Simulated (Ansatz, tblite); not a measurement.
Cost and result up the ladder for [SiMe3]- (C3H9Si⁻) (13 atoms). The state is a singlet with charge -1. Geometry: PBE0-D4/def2-SVPD.

```xyz
13

Si    0.177   -0.066    1.031
C    -0.356    1.642    0.230
H    -1.298    2.015    0.669
H    -0.508    1.558   -0.867
H     0.408    2.421    0.401
C    -1.217   -1.164    0.199
H    -1.288   -0.988   -0.895
H    -2.209   -0.951    0.635
H    -1.025   -2.240    0.351
C     1.605   -0.490   -0.243
H     1.959   -1.528   -0.117
H     2.481    0.167   -0.097
H     1.272   -0.375   -1.295
```

Ansatz on 4 threads of Arm Neoverse V1 on a shared host; xTB runs through tblite on one thread. Times are rough, summed over both states, and most runs start from the orbitals of an earlier one. PBE0-D4/def2-TZVPD serves as the yardstick here, not as an exact answer. The other state is a doublet.

The xTB rows come from tblite.

Raw xTB energies of ions are shifted by several eV.

| level | functions | wall time | vertical IE (eV) | difference from PBE0-D4/def2-TZVPD (eV) | remarks |
| --- | --- | --- | --- | --- | --- |
| GFN2-xTB | 30 | 0.008 s | 5.30 | 3.97 | – |
| PBE-D4/def2-TZVPD | 235 | 6.2 s | 1.39 | 0.06 | HOMO above zero (-1 singlet) |
| PBE0-D4/def2-TZVPD | 235 | 8.9 s | 1.33 | 0.00 | HOMO above zero (-1 singlet) |
| r2SCAN-D4/def2-TZVPD (with forces) | 235 | 14 s | 1.24 | -0.09 | HOMO above zero (-1 singlet) |
